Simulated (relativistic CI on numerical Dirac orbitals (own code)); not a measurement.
# Mg²⁺: what numerical and physical settings do to a radial Dirac CI calculation

Reference input:

```
atom Mg  Z=12  charge=2  electrons=10
nucleus A=24  rms_radius_fm=3.0570
hamiltonian dirac-coulomb  breit=on  qed=on  c_scale=1
orbitals kli  potential=per-configuration
slater_scale 1
correlation none
mixing on
grid step=0.0125 r_max=24.9
scf mixing=0.4 start=green max_iterations=150 tolerance=2e-08 node_fill=0.05
configurations
  [He] 2s2 2p6
end
```

Computed lowest total energy -199.09531 Ha, 10 SCF steps. Runs with settings changed; * marks those that are bad on purpose (the QED terms keep the true α when c is scaled):

```csv
Changed,Outcome,Lowest level,ΔE (Ha),First excitation (cm⁻¹),SCF steps,Message
"speed of light × 0.8, iteration limit 30",converged,2p6 1S_0,-0.162,,10,
"speed of light × 10, Slater scale 0.5, SCF mixing 0.1",converged,2p6 1S_0,0.282,,12,
Slater scale 0.5,converged,2p6 1S_0,0,,10,
speed of light × 0.8,converged,2p6 1S_0,-0.162,,10,
iteration limit 1 *,not converged,,,,1,SCF of 1s2 2s2 2p6 did not converge
node fill of the KLI weights 50 *,converged,2p6 1S_0,0.0705,,11,
```

With so few configurations and no correlation, terms lie too far apart (by 10 to 50 % near neutrality), their order can be wrong, and levels of other configurations are missing.
